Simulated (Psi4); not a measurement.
C2H6Cl2SSi (SMILES CS[Si](C)(Cl)Cl), singlet, at a GFN2-xTB geometry, atoms displaced at random by about 0.08 Å a coordinate; Psi4 with PBE/STO-3G, gradient.

Input for Psi4:
```
memory 2 GB

molecule mol {
0 1
C     2.360877   -1.595137    0.005888
S     1.437132   -0.052077    1.040593
Si   -0.523500   -0.035707    0.107698
C    -1.535910   -1.490046    0.529449
Cl   -1.198444    1.738020    0.625290
Cl   -0.137062   -0.045937   -2.001168
H     1.778395   -2.512170    0.508458
H     2.349544   -1.377742   -1.029677
H     3.197534   -1.419771    0.573087
H    -2.541578   -1.371310    0.309825
H    -1.611618   -1.598658    1.487215
H    -0.998764   -2.344570    0.231829
symmetry c1
no_reorient
no_com
}

set {
  basis sto-3g
  reference rks
}

gradient('pbe')
print_variables()
```

The log (banner, timings and long lists left out):

```
gradient() will perform analytic gradient computation.

   => Loading Basis Set <=

    Name: STO-3G
    Role: ORBITAL
    Keyword: BASIS

         ---------------------------------------------------------
                                   SCF
               by Justin Turney, Rob Parrish, Andy Simmonett
                          and Daniel G. A. Smith
                              RKS Reference
         ---------------------------------------------------------

  ==> Geometry <==

    Molecular point group: c1
    Full point group: C1

    Geometry (in Angstrom), charge = 0, multiplicity = 1:

       Center              X                  Y                   Z               Mass
    ------------   -----------------  -----------------  -----------------  -----------------
         C            2.360877000000    -1.595137000000     0.005888000000    12.000000000000
         S            1.437132000000    -0.052077000000     1.040593000000    31.972071174400
         SI          -0.523500000000    -0.035707000000     0.107698000000    27.976926534650
         C           -1.535910000000    -1.490046000000     0.529449000000    12.000000000000
         CL          -1.198444000000     1.738020000000     0.625290000000    34.968852682000
         CL          -0.137062000000    -0.045937000000    -2.001168000000    34.968852682000
         H            1.778395000000    -2.512170000000     0.508458000000     1.007825032230
         H            2.349544000000    -1.377742000000    -1.029677000000     1.007825032230
         H            3.197534000000    -1.419771000000     0.573087000000     1.007825032230
         H           -2.541578000000    -1.371310000000     0.309825000000     1.007825032230
         H           -1.611618000000    -1.598658000000     1.487215000000     1.007825032230
         H           -0.998764000000    -2.344570000000     0.231829000000     1.007825032230

  Running in c1 symmetry.

  Rotational constants: A =      0.05427  B =      0.03995  C =      0.03217 [cm^-1]
  Rotational constants: A =   1626.83530  B =   1197.65773  C =    964.34884 [MHz]
  Nuclear repulsion =  537.629623693113331

  Charge       = 0
  Multiplicity = 1
  Electrons    = 82
  Nalpha       = 41
  Nbeta        = 41

  ==> Algorithm <==

  SCF Algorithm Type is DF.
  DIIS enabled.
  MOM disabled.
  Fractional occupation disabled.
  Guess Type is SAD.
  Energy threshold   = 1.00e-08
  Density threshold  = 1.00e-08
  Integral threshold = 1.00e-12

  ==> Primary Basis <==

  Basis Set: STO-3G
    Blend: STO-3G
    Number of shells: 32
    Number of basis functions: 52
    Number of Cartesian functions: 52
    Spherical Harmonics?: true
    Max angular momentum: 1

  ==> DFT Potential <==

   => LibXC <=

    Version 7.1.2
    S. Lehtola, C. Steigemann, M. J. T. Oliveira, and M. A. L. Marques,  SoftwareX 7, 1–5 (2018) (10.1016/j.softx.2017.11.002)

   => Composite Functional: PBE <=

    PBE GGA Exchange-Correlation Functional

    J.P. Perdew et. al., Phys. Rev. Lett., 77(18), 3865-3868, 1996

    Deriv               =              1
    GGA                 =           TRUE
    Meta                =          FALSE

    Exchange Hybrid     =          FALSE
    MP2 Hybrid          =          FALSE

   => Exchange Functionals <=

    1.0000     XC_GGA_X_PBE

   => Correlation Functionals <=

    1.0000     XC_GGA_C_PBE

   => LibXC Density Thresholds  <==

    XC_GGA_C_PBE:  1.00E-12
    XC_GGA_X_PBE:  1.00E-15

   => Molecular Quadrature <=

    Radial Scheme          =       TREUTLER
    Pruning Scheme         =           NONE
    Nuclear Scheme         =       TREUTLER

    Blocking Scheme        =         OCTREE
    BS radius alpha        =              1
    Pruning alpha          =              1
    Radial Points          =             75
    Spherical Points       =            302
    Total Points           =         249655
    Total Blocks           =           1907
    Max Points             =            256
[...]
  @DF-RKS Final Energy: -1668.37677603781685
    Total Energy =                      -1668.3767760378168532
[...]
         H            1.778395000000    -2.512170000000     0.508458000000     1.007825032230
         H            2.349544000000    -1.377742000000    -1.029677000000     1.007825032230
         H            3.197534000000    -1.419771000000     0.573087000000     1.007825032230
         H           -2.541578000000    -1.371310000000     0.309825000000     1.007825032230
         H           -1.611618000000    -1.598658000000     1.487215000000     1.007825032230
         H           -0.998764000000    -2.344570000000     0.231829000000     1.007825032230

  Nuclear repulsion =  537.629623693113331

  ==> Basis Set <==

  Basis Set: STO-3G
    Blend: STO-3G
    Number of shells: 32
    Number of basis functions: 52
    Number of Cartesian functions: 52
    Spherical Harmonics?: true
    Max angular momentum: 1

  ==> DFJKGrad: Density-Fitted SCF Gradients <==

    Gradient:                    1
    J tasked:                  Yes
    K tasked:                   No
    wK tasked:                  No
    Integrals threads:           1
    Schwarz Cutoff:          1E-12
    Fitting Condition:       1E-10

   => Auxiliary Basis Set <=

  Basis Set: (STO-3G AUX)
    Blend: DEF2-UNIVERSAL-JKFIT
    Number of shells: 238
    Number of basis functions: 770
    Number of Cartesian functions: 918
    Spherical Harmonics?: true
    Max angular momentum: 4

  ==> DFT Potential <==

   => LibXC <=

    Version 7.1.2
    S. Lehtola, C. Steigemann, M. J. T. Oliveira, and M. A. L. Marques,  SoftwareX 7, 1–5 (2018) (10.1016/j.softx.2017.11.002)

   => Composite Functional: PBE <=

    PBE GGA Exchange-Correlation Functional

    J.P. Perdew et. al., Phys. Rev. Lett., 77(18), 3865-3868, 1996

    Deriv               =              1
    GGA                 =           TRUE
    Meta                =          FALSE

    Exchange Hybrid     =          FALSE
    MP2 Hybrid          =          FALSE

   => Exchange Functionals <=

    1.0000     XC_GGA_X_PBE

   => Correlation Functionals <=

    1.0000     XC_GGA_C_PBE

   => LibXC Density Thresholds  <==

    XC_GGA_C_PBE:  1.00E-12
    XC_GGA_X_PBE:  1.00E-15

   => Molecular Quadrature <=

    Radial Scheme          =       TREUTLER
    Pruning Scheme         =           NONE
    Nuclear Scheme         =       TREUTLER

    Blocking Scheme        =         OCTREE
    BS radius alpha        =              1
    Pruning alpha          =              1
    Radial Points          =             75
    Spherical Points       =            302
    Total Points           =         249655
    Total Blocks           =           1907
    Max Points             =            256
    Max Functions          =             46
    Weights Tolerance      =       1.00E-15

  -Total Gradient:
     Atom            X                  Y                   Z
    ------   -----------------  -----------------  -----------------
       1        0.126599194238    -0.006814170875    -0.097459258916
       2       -0.008641872914     0.037666868369     0.036711445150
       3       -0.076539230067     0.044671124683     0.021860757615
       4       -0.024647713806    -0.033733701549     0.081804137731
       5        0.037504977529    -0.066659303079    -0.020566258261
       6        0.006879271000     0.002000367500     0.000398027359
       7       -0.029676059428    -0.033138370369     0.043406952207
       8       -0.000545505811     0.002170163595     0.037919722106
       9       -0.076453289884     0.001672472195    -0.019095612876
      10        0.053266231621     0.007104315561     0.041011827421
      11       -0.003406099507     0.007887983414    -0.155601744820
      12       -0.004375991559     0.037187700111     0.029342012378

  Variable Map:
  ----------------------------------------------------------------------------
[...]
  Array Variable Map:
  ----------------------------------------------------------------------------
[...]
[...]
```
